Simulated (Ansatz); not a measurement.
`O[Si](F)(Cl)[TeH]`. Total charge 0; spin multiplicity 1. Te: def2 effective core potential.

Cartesian coordinates in Å:
```
O 0.2211 -1.7497 0.1150
Si -0.1312 -0.1907 0.3939
F -0.0310 -0.0309 1.9630
Cl -2.0481 0.2717 -0.1261
Te 1.4781 1.2658 -0.7906
H 0.1171 -2.0834 -0.7780
H 0.3939 2.5170 -0.7772
```

(1) What are the harmonic wavenumbers in cm⁻¹ at PBE0-D4/def2-TZVP (Ansatz, finite differences of forces, unscaled)? (An estimate is asked.)

(2) Is this a minimum?

(3) Give the ideal-gas thermochemistry at 298.15 K and 1 bar (rigid rotor, harmonic oscillator; point group C1, symmetry number 1).

(4) And at 400, 500, 600, 800 and 1000 K?

## Answers

(1) Ansatz gave: 87, 131, 153, 212, 230, 283, 296, 409, 536, 603, 808, 894, 984, 2166, 3920.

(2) Yes, all 15 modes are real.

(3) Zero-point energy 70.1 kJ/mol; H(298) − E = 92.6 kJ/mol; entropy 377.8 J/(mol·K), of which translation 176.6, rotation 123.6, vibration 77.6; G(298) − E = -20.0 kJ/mol. Modes under 100 cm⁻¹ are hindered rotations or soft bends, so the harmonic entropy is rough.

(4) 
```json
{"T (K)": "400", "H − E (kJ/mol)": "104.3", "S (J/mol/K)": "411.2", "G − E (kJ/mol)": "-60.2"}
{"T (K)": "500", "H − E (kJ/mol)": "116.5", "S (J/mol/K)": "438.6", "G − E (kJ/mol)": "-102.7"}
{"T (K)": "600", "H − E (kJ/mol)": "129.4", "S (J/mol/K)": "462.0", "G − E (kJ/mol)": "-147.8"}
{"T (K)": "800", "H − E (kJ/mol)": "156.2", "S (J/mol/K)": "500.5", "G − E (kJ/mol)": "-244.2"}
{"T (K)": "1000", "H − E (kJ/mol)": "184.1", "S (J/mol/K)": "531.6", "G − E (kJ/mol)": "-347.5"}
```
